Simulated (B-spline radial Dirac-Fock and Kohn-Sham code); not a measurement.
# Mn¹¹⁺: eigenvalues, ΔSCF and the reference

System: Mn¹¹⁺, configuration [Ne] 3s2 3p2.

The density-functional columns are spherical, spin-unpolarised Dirac-Kohn-Sham results without Breit or QED terms: −ε is minus the orbital energy of the initial state and ΔSCF the difference of two total energies. The reference in the last column comes from multi-electron Dirac-Fock with separately optimised hole states, Breit and Lamb-shift corrections added in first order. All numbers are from a B-spline atomic structure program, in eV; a selection of levels is shown.

```tsv
level	LDA −ε	LDA ΔSCF	Dirac-Fock
K (1s)	6715.6	6880.2	6869.9
L1 (2s)	1034.0	1071.7	1091.9
L2 (2p1/2)	930.6	973.6	971.6
L3 (2p3/2)	920.0	962.6	961.3
M1 (3s)	329.1	344.1	342.4
M2,3 (3p)	296.2	311.3	309.9
```

Values without a named source are computed, but for edge energies of neutral atoms, which are taken from tables.
